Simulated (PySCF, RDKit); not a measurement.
Dimer: NH3 (SMILES N) (first 4 atoms) with CH3Cl (SMILES CCl); geometry from B3LYP-D3(BJ)/def2-TZVP, rigid monomers moved along the line of their centres of mass till N1···H7 is 2.78 Å.
(charge 0, multiplicity 1):
```xyz
9

N      0.279     0.083     0.008
H      0.439     0.865    -0.617
H      0.139    -0.740    -0.567
H     -0.589     0.260     0.503
C      0.523     0.141     3.727
Cl    -1.245     0.466     3.591
H      0.912     0.043     2.718
H      0.976     0.979     4.248
H      0.650    -0.776     4.294
```

Interaction energies are E(AB) − E(A) − E(B) at the monomers' geometry in the complex; basis-set methods are counterpoise corrected. Rows marked so take none.

Rows in 3-21G, 6-311+G**, 6-31G* carry no dispersion term and start afresh at each structure (6-31G* with six Cartesian d functions).

Programs: PySCF for 3-21G rows, 6-311+G** rows, 6-31G* rows; RDKit for the force fields. Each number belongs to the level named beside it.

Q: One of these levels gives -2.33 kcal/mol for the interaction energy. Which?
A) BP86/6-31G* (no counterpoise)
B) B3LYP/6-311+G** (no counterpoise)
C) HF/3-21G (no counterpoise)
D) MMFF94

A: B, B3LYP/6-311+G** (no counterpoise). The others give -1.54 (MMFF94), -4.62 (HF/3-21G (no counterpoise)), -2.95 (BP86/6-31G* (no counterpoise))
